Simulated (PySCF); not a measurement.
Low-lying terms of Ba⁵⁴⁺ (barium, charge +54)

Ground state 1s2, ¹S. Computed with PySCF 2.14 in an even-tempered Gaussian basis (18 s from 7.68 bohr⁻², ratio 2.5; 9 p from 9.65 bohr⁻², ratio 2.7; 7 d from 10.5 bohr⁻², ratio 2.7; 3 f from 840 bohr⁻², ratio 2.7), with scalar relativity by spin-free X2C-1e. Vertical excitation energies in eV without spin-orbit coupling; excited terms of each kind are numbered among those the solver found. Frozen: nothing.

| term | leading excitation | EOM-EE-CCSD |
| --- | --- | --- |
| 1 3S | 1s → s | 32595.1 |
| 1 1S | 1s → s | 32679.0 |
| 1 3P° | 1s → p | 32988.1 |
| 1 1P° | 1s → p | 33039.0 |
| 2 3S | 1s → s | 38762.0 |
| 2 1S | 1s → s | 38784.0 |
| 2 3P° | 1s → p | 38877.7 |
| 2 1P° | 1s → p | 38891.7 |
| 1 3D | 1s → d | 38956.6 |
| 1 1D | 1s → d | 38957.2 |
| 2 3D | 1s → d | 40978.8 |
| 2 1D | 1s → d | 40979.1 |

The spin-orbit splitting of the hole, absent here, rivals or exceeds the spacing of these terms, so the LS terms are model states.

Only the lower part of the computed list is shown. Doubly excited terms such as np² are absent. The solver can miss terms. The 7 highest virtual orbitals were dropped.
